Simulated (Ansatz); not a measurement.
The same path of C$_{2}$H$_{7}$NSSn (12 atoms, charge 0, multiplicity 1) was run twice with different band settings. Lost on the way: C3–Sn4, Sn4–H10. Made: C3–H10.

Method: RKS PBE/def2-SVP in Ansatz 0.2.0.

Relaxed end points:

```xyz
12
Properties=species:S:1:pos:R:3
C -0.348 1.223 2.140
N 0.026 0.147 1.247
C 0.091 0.361 -0.008
Sn 0.699 -1.324 -1.257
S -0.028 -0.990 -3.582
H -0.564 2.192 1.626
H 0.466 1.380 2.880
H -1.240 0.916 2.726
H -0.136 1.361 -0.470
H 0.036 -2.785 -0.613
H 2.422 -1.410 -1.381
H -1.348 -1.128 -3.274
```

```xyz
12
Properties=species:S:1:pos:R:3
C 0.019 0.663 1.720
N -0.133 0.255 0.335
C -0.640 1.038 -0.540
Sn 0.561 -2.021 -0.216
S 0.365 -1.507 -2.682
H -0.339 1.699 1.907
H 1.090 0.587 2.000
H -0.538 -0.041 2.372
H -0.990 2.060 -0.278
H -0.704 0.669 -1.587
H 2.216 -1.302 -0.181
H -0.829 -2.155 -2.816
```

Common settings: spring 5.0 eV/Å²; optimiser quadratic models (default); start path through a guess of the saddle point; force threshold 0.05 eV/Å; iteration limit 60; end points relaxed.

| run | movable images | climbing image |
| --- | --- | --- |
| 1 | 5 | yes |
| 2 | 3 | no |

Task: What does each run give, and how far can it be trusted?

Result: Run 1: converged after 38 iterations, highest image 1.732 eV above the first end. The profile has 2 maxima (images 2, 5) with wells between them (image 4): this band takes more than one step, which may be the mechanism or a detour left from its start path. Neighbouring images differ by up to 2.2 eV, so the band resolves the path poorly. A vibrational analysis at the climbing image gives one clearly imaginary mode, 780i cm⁻¹: a first-order saddle point.
Run 2: converged after 33 iterations, highest image 0.043 eV above the first end. No image climbed, so the highest image needn't sit at the top of the path. A band with more images between the same ends climbed to 1.73 eV, so this one has probably stepped over the top. So few images can step over the top or miss a turn of the path.
The orbitals stay closed-shell, which can raise the energy where a bond breaks towards radicals; this wasn't checked here.
